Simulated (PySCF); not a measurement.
Geometry (Å), atoms numbered from 1 in this order:
```xyz
18

Al    0.057    0.142    0.046
C     1.964    0.201    0.477
C     2.621   -1.131    0.841
H     2.090    0.929    1.302
H     2.488    0.673   -0.375
H     3.686   -1.014    1.100
H     2.126   -1.610    1.701
H     2.568   -1.853    0.010
C    -1.025    1.630   -0.621
C    -2.450    1.283   -1.053
H    -0.475    2.121   -1.445
H    -1.043    2.397    0.179
H    -3.024    2.174   -1.356
H    -2.459    0.587   -1.907
H    -3.015    0.791   -0.245
N    -0.800   -1.412    0.315
C    -1.394   -2.443    0.475
O    -1.972   -3.448    0.633
```

Geometry: PBE0-D3(BJ)/def2-SVP; GIAO shifts from PySCF 2.14.0 with density-fitted response routines, gas phase, non-relativistic, averaged over equivalent atoms.

At B3LYP/pcSseg-1 (pcSseg-2 on Al) (212 basis functions, 49 s wall time on 1 thread of an Intel Xeon, shared host):
| atoms | δ (ppm) |
| --- | --- |
| Al1 | 241.5 |
| C17 | 128.8 |
| C3/C10 | 10.5 |
| C2/C9 | 4.0 |
| H6/H7/H8/H13/H14/H15 | 1.15 |
| H4/H5/H11/H12 | 0.15 |
| N16 | 62.8 |
| O18 | 138.7 |

Shifts are taken against calculated references (same method and geometry level): [Al(H2O)6]3+ for 27Al (σref 571.15); TMS for 13C (σref 179.24), 1H (σref 31.38); NH3 for 15N (σref 263.54); 17O (σref 334.04) against H2O.

**Question.** Predict the values at PBE/pcSseg-1 (pcSseg-2 on Al) on the same geometry.

**Answer.** 
```tsv
atoms	δ at PBE/pcSseg-1 (pcSseg-2 on Al)	change
Al1	237.4	-4.1
C17	125.0	-3.8
C3/C10	10.1	-0.4
C2/C9	5.2	+1.2
H6/H7/H8/H13/H14/H15	1.15	+0.00
H4/H5/H11/H12	0.26	+0.11
N16	68.5	+5.7
O18	144.6	+5.9
```

δ = σ(ref) − σ, references computed at the same level: 27Al (σref 560.82) vs [Al(H2O)6]3+; TMS for 13C (σref 180.03), 1H (σref 31.20); 15N (σref 265.06) vs NH3; H2O for 17O (σref 334.63).

The largest change is at O18 (oxygen bonded to C). Cost: 212 basis functions, 55 s wall time on 1 thread of an Intel Xeon, shared host. The order of the carbon signals is the same at both levels.

Experimental scales use liquid or dissolved standards, which lie at an offset from isolated NH3 (liquid NH3: subtract about 20 ppm) and H2O (liquid H2O: subtract about 36 ppm).
